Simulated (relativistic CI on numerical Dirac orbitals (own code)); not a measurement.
**d7 in a ligand field**

Computed with a parametric ligand-field model of a d^n configuration (Racah B and C, spin-orbit zeta, crystal field), exact diagonalisation.

Field parameters in Wybourne normalisation: Oh B⁴₀ = 21Dq, B⁴₄ = √(5/14) B⁴₀; Td as Oh with Dq negative (B⁴₀ = 21Dq, B⁴₄ = √(5/14) B⁴₀). The field is a parameter set, without covalency.

(1) Ground term and bands for B = 790, C = 2960, ζ = 0 cm⁻¹, Oh, 10Dq = 18100 cm⁻¹?

(2) Ground term and bands for B = 920, C = 3750, ζ = 0 cm⁻¹, Oh, 10Dq = 38000 cm⁻¹?

(3) Ground term and bands for B = 400, C = 1850, ζ = 0 cm⁻¹, Td, 10Dq = -5550 cm⁻¹?

(4) A d7 ion in Oh symmetry has the ground term 2E and bands at 4T1 3897 cm⁻¹ (2566 nm), 2T1 16532 cm⁻¹ (605 nm), 2T2 17223 cm⁻¹ (581 nm), 2T1 20904 cm⁻¹ (478 nm), 4T2 21189 cm⁻¹ (472 nm), 4T1 29731 cm⁻¹ (336 nm), 2T2 30468 cm⁻¹ (328 nm). Which parameters reproduce them?

(5) Ground term and bands for B = 900, C = 3360, ζ = 0 cm⁻¹, Oh, 10Dq = 34950 cm⁻¹?

Results:

(1) Ground term 2E with 1.04 electrons in the two orbitals of the cubic e set. Spin-allowed: 2T1 16176 cm⁻¹ (618 nm), 2T2 16723 cm⁻¹ (598 nm), 2T1 21211 cm⁻¹ (471 nm), 2T2 30574 cm⁻¹ (327 nm). Lowest spin-forbidden: 4T1 3432 cm⁻¹ (2914 nm), 4T2 20024 cm⁻¹ (499 nm), 4T1 30365 cm⁻¹ (329 nm).

(2) Ground term 2E with 1.02 electrons in the two orbitals of the cubic e set. Spin-allowed: 2T1 35166 cm⁻¹ (284 nm), 2T2 36047 cm⁻¹ (277 nm), 2T1 41611 cm⁻¹ (240 nm), 2T2 56558 cm⁻¹ (177 nm). Lowest spin-forbidden: 4T1 19688 cm⁻¹ (508 nm), 4T2 55578 cm⁻¹ (180 nm), 4T1 67267 cm⁻¹ (149 nm).

(3) Ground term 4A2 with 4.00 electrons in the two orbitals of the cubic e set. Spin-allowed: 4T2 5550 cm⁻¹ (1802 nm), 4T1 8735 cm⁻¹ (1145 nm), 4T1 13915 cm⁻¹ (719 nm). Lowest spin-forbidden: 2E 8328 cm⁻¹ (1201 nm), 2T1 8698 cm⁻¹ (1150 nm), 2T2 11707 cm⁻¹ (854 nm). With an A2 ground term the first spin-allowed band lies at |10Dq| itself.

(4) B = 660, C = 3160, ζ = 0 cm⁻¹, Oh, 10Dq = 18650 cm⁻¹.

(5) Ground term 2E with 1.02 electrons in the two orbitals of the cubic e set. Spin-allowed: 2T1 32429 cm⁻¹ (308 nm), 2T2 33179 cm⁻¹ (301 nm), 2T1 38684 cm⁻¹ (259 nm), 2T2 52746 cm⁻¹ (190 nm). Lowest spin-forbidden: 4T1 18187 cm⁻¹ (550 nm), 4T2 51104 cm⁻¹ (196 nm), 4T1 62571 cm⁻¹ (160 nm).
